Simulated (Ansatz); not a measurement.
`C=CC(Cl)Br` + H₂O → `OC(Cl)Br` + `C=C` at 600 K and 1 bar (formal hydrolysis of a C–C bond).

Gas-phase electronic energies from Ansatz, PBE0-D4/def2-TZVP geometries. CCSD(T)/CBS is the MP2 limit (def2-TZVPP, def2-QZVPP) plus CCSD(T) − MP2 in def2-TZVPP, frozen cores. This one scheme is used for every species. For Br outer-core shells are correlated without core-valence functions, which leaves a few kJ/mol of doubt a bond. Scalar relativity is left out up to krypton. Each species was taken in one conformer, which may not be the lowest.

```
     species  CCSD(T)/CBS energy (Eh)  H − E (kJ/mol)  S (J/(mol·K))
`C=CC(Cl)Br`              -3149.63440           214.4          414.5
         H₂O                -76.37941            76.8          212.8
  `OC(Cl)Br`              -3147.51471           128.3          367.5
       `C=C`                -78.48111           161.6          257.2
```

H − E and S are ideal-gas, rigid-rotor, harmonic terms from PBE0-D4/def2-TZVP, for one conformer and one mirror image of each species. 1 Eh = 2625.50 kJ/mol, R = 8.31446 J/(mol·K).

Task: By hand: ΔE, ΔH, ΔS and ΔG.

Result: ΔE = (-3147.51471) + (-78.48111) − (-3149.63440) − (-76.37941) = 0.01799 Eh = 47.2 kJ/mol. Δ(H − E) = 128.3 + 161.6 − 214.4 − 76.8 = -1.3, so ΔH = 45.9 kJ/mol. ΔS = 367.5 + 257.2 − 414.5 − 212.8 = -2.6 J/(mol·K). ΔG = 45.9 − 600 × (-2.6)/1000 = 47.5 kJ/mol.

Task: By hand: the equilibrium constant, and the temperature at which ΔG would vanish if ΔH and ΔS stayed fixed.

Result: log₁₀ K = −ΔG/(RT ln 10) = -4.1. ΔH and −TΔS have one sign here, so there is no such temperature. One of them is within its doubt of zero, so this could turn.

The number of gas molecules stays the same, so ΔS is small and ΔH decides. A doubt of 5 kJ/mol in ΔE shifts log₁₀ K by 0.4 here. Other conformers and mirror images would add mixing entropy, several J/(mol·K) or more a flexible species. These are equilibria of isolated gas molecules and say nothing of rates. Largest T1 diagnostic: 0.011 (customary marks: 0.02 for closed shells, 0.045 for open ones).
